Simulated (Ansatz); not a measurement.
Mulliken charges of CH$_{3}$ClGeO (`C[O][Ge][Cl]`) from r2SCAN/def2-TZVPP in Ansatz (PBE0-D4/def2-TZVP geometry).

| atom | x (Å) | y (Å) | z (Å) | charge (e) |
| --- | --- | --- | --- | --- |
| C1 | 0.469 | 0.718 | 0.017 | 0.015 |
| O2 | 0.565 | -0.523 | 0.679 | -0.393 |
| Ge3 | -0.403 | -1.994 | 0.600 | 0.535 |
| Cl4 | -1.938 | -1.427 | -0.892 | -0.357 |
| H5 | 0.355 | 1.510 | 0.762 | 0.066 |
| H6 | -0.379 | 0.751 | -0.672 | 0.070 |
| H7 | 1.392 | 0.897 | -0.541 | 0.066 |

Q: By hand: the dipole of these point charges (1 e Å = 4.8032 D).

A: Σ q r = (0.350, -0.130, 0.340) e Å, of length 0.505 e Å = 2.43 D.

Q: How does the dipole of the full density compare? (Estimate.)

A: Ansatz gave: (0.214, 0.100, 0.124) e Å, 1.28 D; the point charges give 1.90 times that, at 39° from its direction.

Point charges leave out the atoms' own dipoles, such as those of lone pairs, and Mulliken's split depends on the basis, so the two needn't agree.
